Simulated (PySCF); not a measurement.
Polarisability and C₆ of Rh²⁺ (rhodium, charge +2)

[Kr] 4d6 5s1, high-spin 6D determinant (an excited configuration). All numbers are calculated (PySCF 2.14, the spin-free X2C one-electron Hamiltonian (Gaussian nucleus), in aug-cc-pwCVTZ-DK). Coupled (time-dependent) response in atomic units; α is the mean over directions.

| method | mean α (bohr³) | α xx, yy, zz | C₆ (like pair) | S(−4) |
| --- | --- | --- | --- | --- |
| PBE0 | 19.19 | 18.90, 18.90, 19.77 | 106.2 | 233.4 |

S(−4) is the Cauchy moment in α(ω) = α(0) + S(−4) ω² + …

Spin-orbit coupling is absent.

α(iu) at PBE0:

```tsv
u (hartree)	α(iu) (bohr³)
0	19.19
0.0500	18.63
0.100	17.18
0.200	13.50
0.300	10.51
0.500	7.059
0.750	4.982
1.00	3.826
1.50	2.528
2.00	1.805
3.00	1.046
5.00	0.4746
```

A single London oscillator, α(iu) = α/(1 + u²/ω²), gives C₆ = (3/4) ω α². Matching the computed C₆ needs ω = 4 × 106.2 / (3 × 19.19²) = 0.385 hartree.

For an ion, C₆ is the dispersion term alone; charge-induced terms of lower order in 1/R come first.

The components differ because the open shell of this determinant is not spherical; for a pure term their mean is the scalar polarisability.
